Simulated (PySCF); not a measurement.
A structure optimised at PBE-D3(BJ)/def2-SVP, used in a PySCF frequency run:

```xyz
4

Cd    -0.0094    -0.3832     0.0000
I      0.0042     2.2345     0.0000
Se    -0.0361    -2.8575     0.0000
H      1.4515    -2.8766     0.0000
```
Charge 0, spin multiplicity 1.

Write its SMILES, formula and point group.

[SeH][Cd][I], CdHISe, Cs

What are its rotational constants (standard atomic weights)?

229.38, 0.38790, 0.38724 GHz
